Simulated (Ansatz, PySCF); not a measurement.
Species: sum formula Si2H3F3, charge 0, multiplicity 1. SMILES: F[SiH2][SiH](F)F
Geometry from a B3LYP-D3(BJ)/def2-TZVP (Ansatz, an electronic-structure program) optimisation:
```xyz
8

F     -1.8125    -1.5016     0.5221
Si    -1.4275    -0.0227     0.0132
Si     0.9017     0.0560    -0.3318
F      1.2524     1.4963    -0.9345
F      1.6590    -0.0713     1.0694
H     -1.8508     0.9539     1.0401
H     -2.1489     0.2302    -1.2541
H      1.4702    -0.9610    -1.2376
```

PBE beside other levels, property by property. Cores are frozen in the correlated levels unless marked. Open shells are spin-unrestricted. No spin-orbit coupling. No relativistic terms. CBS(X,Y): correlation extrapolated as X^-3; Hartree-Fock from the larger set. The bracket is a focal-point correction in the basis named. Rows marked 298 K are enthalpies with B3LYP-D3(BJ) harmonic zero-point and thermal terms from PySCF. Atomisation energies are electronic, to ground-state atoms; the column to compare with has the core term from cc-pwCVTZ added, other frozen-core levels have none. Vertical energies are electronic, to the SCF solution reached for that spin. The coupled-cluster column (Ansatz) is a level with limits of its own: (a) RI-MP2/CBS(aug-cc-pV(T+d)Z,aug-cc-pV(Q+d)Z)+[CCSD(T)-MP2]/aug-cc-pV(T+d)Z; (b) CCSD(T)/CBS(aug-cc-pV(T+d)Z,aug-cc-pV(Q+d)Z); (c) CCSD(T)/CBS(cc-pV(T+d)Z,cc-pV(Q+d)Z).

```
property                                                                        r2SCAN-D4/def2-TZVPD (Ansatz + dftd4)  PBE0/def2-TZVPD (Ansatz)  wB97M-V/def2-TZVPD (Ansatz)  coupled cluster
------------------------------------------------------------------------------  -------------------------------------  ------------------------  ---------------------------  ---------------
atomisation energy (kcal/mol)                                                                                   703.3                     687.4                        702.3        711.8 (b)
F-Si bond dissociation enthalpy, 298 K, to F[SiH][SiH2]F + F atom (kcal/mol)                                    150.1                     147.5                        153.9        157.1 (b)
H-Si bond dissociation enthalpy, 298 K, to F[SiH2][Si](F)F + H atom (kcal/mol)                                   86.8                      86.3                         91.2         93.3 (c)
vertical triplet-singlet gap (eV)                                                                                4.96                      5.13                         5.51         5.60 (a)
vertical ionisation energy to the doublet (eV)                                                                  10.69                     10.89                        11.03        11.30 (a)
```

Problem. What does PBE/def2-TZVPD (Ansatz) give for each property, and on which side of coupled cluster does it fall?

Solution. 
- atomisation energy: PBE lies 11.9 kcal/mol below coupled cluster; PBE gives 699.9 kcal/mol.
- F-Si bond dissociation enthalpy, 298 K, to F[SiH][SiH2]F + F atom: PBE lies 6.2 kcal/mol below coupled cluster; PBE gives 150.9 kcal/mol.
- H-Si bond dissociation enthalpy, 298 K, to F[SiH2][Si](F)F + H atom: PBE lies 9.4 kcal/mol below coupled cluster; PBE gives 83.9 kcal/mol.
- vertical triplet-singlet gap: PBE lies 0.83 eV below coupled cluster; PBE gives 4.77 eV.
- vertical ionisation energy to the doublet: PBE lies 0.82 eV below coupled cluster; PBE gives 10.48 eV.
